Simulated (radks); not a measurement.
Values are calculated unless marked as measured or tabulated.
Task: The mean radii <r> (bohr) of the occupied orbitals of an atom or ion are listed with their occupations. Level of theory: non-relativistic Kohn-Sham, TPSS, spin-unpolarised, spherical densities, point nucleus; meta-GGA in the generalised Kohn-Sham scheme (a radial shooting solver on a logarithmic mesh with Libxc functionals).

orbital  occ.      <r>
1s          2  0.09132
2s          2   0.4446
2p          6   0.4063
3s          2    1.406
3p          2    1.530
4p          1    4.108

Name the element and its charge.

Result: Z = 17, chlorine, charge +2: Cl2+ in [Ne] 3s2 3p2 4p1. The 1s radius gives Z: for a bare nucleus <r> = 1.5/Z, 0.08824 bohr for Z = 17, and screening makes it slightly larger (0.09132 here). The occupations add up to 15, and the charge is Z minus that.
